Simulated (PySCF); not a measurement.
Correlation energy of Ca (calcium, neutral)

[Ar] 4s2, closed-shell 1S. All numbers are calculated (PySCF 2.14, the spin-free X2C one-electron Hamiltonian (Gaussian nucleus), in aug-cc-pVTZ-X2C (7s6p4d2f, 59 functions)). Frozen: [Ar]; 2 electrons correlated.

With two correlated electrons CCSD is exact within the correlated space (frozen core and kept virtual orbitals).

```csv
level,correlation energy (mhartree)
CCSD,-28.65
```

Diagnostics: T1 = 0.018, D1 = 0.0254, largest double amplitude 0.069.

Question: Is a single reference adequate?

Answer: Yes: T1 lies below 0.03 and no double amplitude reaches 0.07.
